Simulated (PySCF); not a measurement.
## Hf³⁺ (hafnium, charge +3): M06-L calculation

Configuration: [Xe] 4f14 5d1, 2D determinant. Computed with PySCF 2.14 in aug-cc-pwCVDZ-PP with ECP60MDF (6s6p5d3f, 70 functions), with scalar relativity through the core potential.

```
Total energy                                                  : -46.8774 hartree
One-electron energy                                           : -68.6151 hartree
Hartree (Coulomb) energy                                      : 26.9543 hartree
Exchange-correlation energy                                   : -5.2167 hartree
⟨S²⟩                                                          : 0.7507
⟨L²⟩                                                          : 6.009
Sum of ⟨r⟩                                                    : 12.37 bohr
Sum of ⟨r²⟩                                                   : 19.33 bohr²
Traceless quadrupole moment −½Σ⟨3z² − r²⟩ along its main axis : 1.18 e·bohr²
```

| shell | electrons | mean orbital energy (hartree) | spread (hartree) | rms radius, mean of both spins (bohr) |
| --- | --- | --- | --- | --- |
| 5s α | 1 | -3.45556 | 0 | 1.22 |
| 5s β | 1 | -3.43972 | 0 | 1.22 |
| 5p α | 3 | -2.30635 | 0.00493 | 1.42 |
| 5p β | 3 | -2.27965 | 0.04263 | 1.42 |
| 5d α | 1 | -1.01887 | 0 | 2.07 |

Energies and moments cover only the electrons outside the core potential. Spin-orbit coupling, absent here, splits the open shell strongly.
